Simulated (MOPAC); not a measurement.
Input file for MOPAC: PM3 on BH5O4 (a complex), monomers drawn apart or pushed together.

```
PM3 1SCF PRECISE CHARGE=0 THREADS=1
BH5O4

O      0.48812662 1    -0.25235612 1    -1.40219905 1
B      0.21299975 1    -0.13651343 1    -0.06670223 1
O      0.60554128 1     1.00679046 1     0.59679757 1
O     -0.44347033 1    -1.17900370 1     0.53078990 1
H      0.94910488 1     0.52238930 1    -1.73633446 1
H      0.36811778 1     0.99666234 1     1.53253046 1
H     -0.60127700 1    -1.02356726 1     1.46969997 1
O     -0.43034419 1     0.10253498 1     2.98839173 1
H     -1.23406273 1     0.45917721 1     3.38251604 1
H      0.11915851 1    -0.20196390 1     3.71904586 1
```

The log:

```
*******************************************************************************
 **                                                                           **
 **                              MOPAC v23.2.5                                **
 **                                                                           **
 *******************************************************************************
 ** MOPAC's Digital Object Identifier: https://doi.org/10.5281/zenodo.6511958 **
 **                                                                           **
 ** Please cite the open-source release paper for use of this MOPAC version:  **
 ** J. E. Moussa and J. J. P. Stewart (2026)                                  **
 ** MOPAC: An open-source semiempirical molecular orbital program             **
 ** J. Open Source Softw., 11(119), 8025, https://doi.org/10.21105/joss.08025 **
 *******************************************************************************

                              PM3 CALCULATION RESULTS

 *******************************************************************************
 *  PM3        - The PM3 Hamiltonian to be used
 *
 *
 *
 *                 CHARGE ON SYSTEM = 0
 *
 *
 *
 *  PRECISE    - TIGHTER CRITERIA TO BE USED
 *  1SCF       - DO 1 SCF AND THEN STOP
 *  THREADS=1  - MULTI-THREADING NOT USED
 *  T=         - A TIME OF 172800.0 SECONDS REQUESTED
 *  DUMP=N     - RESTART FILE WRITTEN EVERY 7200.0 SECONDS REQUESTED
 *******************************************************************************
PM3 1SCF PRECISE CHARGE=0 THREADS=1
 BH5O4

   ATOM   CHEMICAL          X               Y               Z
  NUMBER   SYMBOL      (ANGSTROMS)     (ANGSTROMS)     (ANGSTROMS)

     1       O          0.48812662  *  -0.25235612  *  -1.40219905  *
     2       B          0.21299975  *  -0.13651343  *  -0.06670223  *
     3       O          0.60554128  *   1.00679046  *   0.59679757  *
     4       O         -0.44347033  *  -1.17900370  *   0.53078990  *
     5       H          0.94910488  *   0.52238930  *  -1.73633446  *
     6       H          0.36811778  *   0.99666234  *   1.53253046  *
     7       H         -0.60127700  *  -1.02356726  *   1.46969997  *
     8       O         -0.43034419  *   0.10253498  *   2.98839173  *
     9       H         -1.23406273  *   0.45917721  *   3.38251604  *
    10       H          0.11915851  *  -0.20196390  *   3.71904586  *



          CARTESIAN COORDINATES

    NO.       ATOM           X           Y           Z

     1         O          0.4881     -0.2524     -1.4022
     2         B          0.2130     -0.1365     -0.0667
     3         O          0.6055      1.0068      0.5968
     4         O         -0.4435     -1.1790      0.5308
     5         H          0.9491      0.5224     -1.7363
     6         H          0.3681      0.9967      1.5325
     7         H         -0.6013     -1.0236      1.4697
     8         O         -0.4303      0.1025      2.9884
     9         H         -1.2341      0.4592      3.3825
    10         H          0.1192     -0.2020      3.7190

  H: (PM3): J. J. P. STEWART, J. COMP. CHEM. 10, 209 (1989).
  B: (PM3): J. J. P. STEWART, J. MOL. MOD., 10, 155-164 (2004)
  O: (PM3): J. J. P. STEWART, J. COMP. CHEM. 10, 209 (1989).

           Empirical Formula: H5 O4 B  =    10 atoms



      MOLECULAR POINT GROUP   :   Cs


      RHF CALCULATION, NO. OF DOUBLY OCCUPIED LEVELS = 16


 -------------------------------------------------------------------------------
 PM3 1SCF PRECISE CHARGE=0 THREADS=1
 BH5O4



     1SCF WAS SPECIFIED, SO BFGS WAS NOT USED
     SCF FIELD WAS ACHIEVED


                              PM3 CALCULATION
                                                       MOPAC v23.2.5 Linux




          FINAL HEAT OF FORMATION =       -290.17072 KCAL/MOL =   -1214.07431 KJ/MOL


          COSMO AREA              =        109.54 SQUARE ANGSTROMS
          COSMO VOLUME            =         89.19 CUBIC ANGSTROMS

          IONIZATION POTENTIAL    =         11.898405 EV
          HOMO LUMO ENERGIES (EV) =        -11.898  2.208
          NO. OF FILLED LEVELS    =         16
          MOLECULAR WEIGHT        =         79.8471         POINT GROUP:  Cs

          MOLECULAR DIMENSIONS (Angstroms)

            Atom       Atom       Distance
            H    10    H     5     5.56549
            H     6    O     4     2.46209
            H    10    H     9     1.52744


          SCF CALCULATIONS        =          1





   ATOM   CHEMICAL          X               Y               Z
  NUMBER   SYMBOL      (ANGSTROMS)     (ANGSTROMS)     (ANGSTROMS)

     1       O          0.48812662  *  -0.25235612  *  -1.40219905  *
     2       B          0.21299975  *  -0.13651343  *  -0.06670223  *
     3       O          0.60554128  *   1.00679046  *   0.59679757  *
     4       O         -0.44347033  *  -1.17900370  *   0.53078990  *
     5       H          0.94910488  *   0.52238930  *  -1.73633446  *
     6       H          0.36811778  *   0.99666234  *   1.53253046  *
     7       H         -0.60127700  *  -1.02356726  *   1.46969997  *
     8       O         -0.43034419  *   0.10253498  *   2.98839173  *
     9       H         -1.23406273  *   0.45917721  *   3.38251604  *
    10       H          0.11915851  *  -0.20196390  *   3.71904586  *

                             CARTESIAN COORDINATES

   1    O        0.488126620    -0.252356120    -1.402199050
   2    B        0.212999750    -0.136513430    -0.066702230
   3    O        0.605541280     1.006790460     0.596797570
   4    O       -0.443470330    -1.179003700     0.530789900
   5    H        0.949104880     0.522389300    -1.736334460
   6    H        0.368117780     0.996662340     1.532530460
   7    H       -0.601277000    -1.023567260     1.469699970
   8    O       -0.430344190     0.102534980     2.988391730
   9    H       -1.234062730     0.459177210     3.382516040
  10    H        0.119158510    -0.201963900     3.719045860


           Empirical Formula: H5 O4 B  =    10 atoms



      MOLECULAR POINT GROUP   :   Cs


                  EIGENVALUES
 -39.41293 -38.08647 -37.24698 -37.03011 -20.94717 -18.87344 -18.55674 -16.99981
 -16.33258 -16.19072 -15.15539 -13.84408 -13.31182 -12.11569 -11.95711 -11.89840
   2.20753   2.49551   3.20775   3.91613   4.15871   4.42695   4.90229   6.09603
   6.46005


              NET ATOMIC CHARGES AND DIPOLE CONTRIBUTIONS

  ATOM NO.   TYPE          CHARGE      No. of ELECS.   s-Pop       p-Pop
    1          O          -0.179155        6.1792     1.71512     4.46403
    2          B           0.009300        2.9907     0.99636     1.99434
    3          O          -0.313046        6.3130     1.73033     4.58272
    4          O          -0.236447        6.2364     1.71865     4.51780
    5          H           0.222750        0.7773     0.77725
    6          H           0.235544        0.7645     0.76446
    7          H           0.232651        0.7673     0.76735
    8          O          -0.377843        6.3778     1.76268     4.61516
    9          H           0.203128        0.7969     0.79687
   10          H           0.203117        0.7969     0.79688
 DIPOLE           X         Y         Z       TOTAL
 POINT-CHG.    -0.364     0.644     2.727     2.826
 HYBRID        -0.102     0.654     1.692     1.817
 SUM           -0.466     1.298     4.419     4.629


          ATOMIC ORBITAL ELECTRON POPULATIONS

     Atom    s        px        py        pz
    1  O   1.71512   1.67048   1.46485   1.32869
    2  B   0.99636   0.63143   0.64947   0.71344
    3  O   1.73033   1.74170   1.54786   1.29316
    4  O   1.71865   1.68726   1.54189   1.28865
    5  H   0.77725
    6  H   0.76446
    7  H   0.76735
    8  O   1.76268   1.36183   1.84080   1.41253
    9  H   0.79687
   10  H   0.79688

 **********************
 *                    *
 * JOB ENDED NORMALLY *
 *                    *
 **********************




 == MOPAC DONE ==
```

The run finished.

Cost: about 0.03 core-seconds (a rough figure).
